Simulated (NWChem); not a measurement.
System: GaSiH₅O; SMILES [O]([SiH3])[GaH2]

Output (shortened):

```
             Northwest Computational Chemistry Package (NWChem) 7.3.0
             --------------------------------------------------------

                             Geometry "geometry" -> ""
                             -------------------------

 Output coordinates in angstroms (scale by  1.889725989 to convert to a.u.)

  No.       Tag          Charge          X              Y              Z
 ---- ---------------- ---------- -------------- -------------- --------------
    1 Ga                  31.0000     0.04992300    -1.21530100    -0.01659600
    2 H                    1.0000    -1.47931700    -1.45137300    -0.24339600
    3 H                    1.0000     1.20979600    -2.24429900     0.13964600
    4 O                    8.0000     0.57653600     0.48855000     0.08213300
    5 Si                  14.0000     0.03734700     2.04918400     0.02498200
    6 H                    1.0000     0.34999900     2.74663600     1.30980300
    7 H                    1.0000    -1.44498900     2.11118700    -0.19531400
    8 H                    1.0000     0.70851200     2.78242800    -1.09158400

 Effective nuclear repulsion energy (a.u.)     240.9029182210

  xc_inp: hfexch multiplicative factor not found.
                              NWChem Property Module
                              ----------------------

  itol2e modified to match energy
  convergence criterion.

                                 NWChem DFT Module
                                 -----------------

 Summary of "ao basis" -> "ao basis" (spherical)
 ------------------------------------------------------------------------------
       Tag                 Description            Shells   Functions and Types
 ---------------- ------------------------------  ------  ---------------------
 Ga                         cc-pvtz                 15       43   6s5p3d1f
 H                          cc-pvtz                  6       14   3s2p1d
 O                          cc-pvtz                 10       30   4s3p2d1f
 Si                         cc-pvtz                 12       34   5s4p2d1f

  itol2e modified to match energy
  convergence criterion.

[...]

          -----------------------
          Electric field gradient
          -----------------------

 1 a.u. = 0.324123 10**(16) esu/cm**3  ( or statvolts/cm**2 ) = 0.97174 10**(22) v/m**2

 ------------------------------------------------------------
   Atom      X         Y         Z
 ------------------------------------------------------------
    1 Ga   0.09434  -2.29659  -0.03136
 ------------------------------------------------------------

 Electric field gradient in molecular frame (a.u.)
         XX             YY             ZZ             XY             XZ             YZ
 ------------------------------------------------------------------------------------------
        2.073191       1.106690      -3.179881      -0.408081       0.779664      -0.002897

 Principal components (a.u.) and orientation
 of principal axis w.r.t. absolute frame                      Asymmetry parameter eta
 --------------------------------------------------------------------------------------
       -3.293869       2.321099       0.972770                       0.409345

       -0.144698       0.939357       0.310919
       -0.012767      -0.315973       0.948682
        0.989393       0.133303       0.057714

 ------------------------------------------------------------
   Atom      X         Y         Z
 ------------------------------------------------------------
    2 H   -2.79550  -2.74270  -0.45995
 ------------------------------------------------------------

 Electric field gradient in molecular frame (a.u.)
         XX             YY             ZZ             XY             XZ             YZ
 ------------------------------------------------------------------------------------------
       -0.105637       0.054223       0.051415      -0.026463      -0.023834      -0.003882

 Principal components (a.u.) and orientation
 of principal axis w.r.t. absolute frame                      Asymmetry parameter eta
 --------------------------------------------------------------------------------------
       -0.113441       0.058490       0.054952                       0.031189

        0.976821      -0.157654      -0.144798
        0.157529       0.987437      -0.012406
        0.144934      -0.010691       0.989384

 ------------------------------------------------------------
   Atom      X         Y         Z
 ------------------------------------------------------------
    3 H    2.28618  -4.24111   0.26389
 ------------------------------------------------------------

 Electric field gradient in molecular frame (a.u.)
         XX             YY             ZZ             XY             XZ             YZ
 ------------------------------------------------------------------------------------------
       -0.036101      -0.018362       0.054463       0.086736      -0.012361       0.011718

 Principal components (a.u.) and orientation
 of principal axis w.r.t. absolute frame                      Asymmetry parameter eta
 --------------------------------------------------------------------------------------
       -0.116119       0.060001       0.056119                       0.033432

        0.738375       0.658695      -0.144651
       -0.667036       0.744916      -0.012794
        0.099325       0.105934       0.989400

 ------------------------------------------------------------
   Atom      X         Y         Z
 ------------------------------------------------------------
    4 O    1.08950   0.92323   0.15521
 ------------------------------------------------------------

[...]
```

Level: Hartree-Fock/cc-pVTZ. All runs use the structure optimised with PBE0/def2-SVP. NWChem prints the field gradient with the sign opposite to the second derivative of the potential.

### Question
Write an input that gives this output.

### Answer
Several could match; the one computed here: the input that was run:
```
start job
memory heap 200 mb stack 900 mb global 1100 mb
geometry units angstroms noautosym nocenter noautoz
  Ga     0.049923    -1.215301    -0.016596
  H     -1.479317    -1.451373    -0.243396
  H      1.209796    -2.244299     0.139646
  O      0.576536     0.488550     0.082133
  Si     0.037347     2.049184     0.024982
  H      0.349999     2.746636     1.309803
  H     -1.444989     2.111187    -0.195314
  H      0.708512     2.782428    -1.091584
end
basis spherical
  Ga library cc-pvtz
  H library cc-pvtz
  O library cc-pvtz
  Si library cc-pvtz
end
dft
  xc hfexch
  iterations 150
  semidirect filesize 400000000
end
property
  efieldgrad
end
task dft property
```
